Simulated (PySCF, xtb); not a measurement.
Be(Me) (CH3Be), SMILES [Be+][CH3], charge +1.

Harmonic wavenumbers (cm⁻¹) from GFN2-xTB run with xtb 6.7.1 at its own minimum, in rising order: 451, 451, 845, 1271, 1271, 1284, 2811, 2811, 2880.

### Question
What does PBE-D3(BJ)/def2-TZVPD in PySCF give at its own minimum? (Estimate from the structure and the level; the computed values follow.)

### Answer
649, 649, 879, 1117, 1338, 1338, 2951, 3046, 3046. Paired by order, the mean absolute difference is 138 cm⁻¹ and the zero-point energies are 20.1 and 21.5 kcal/mol.
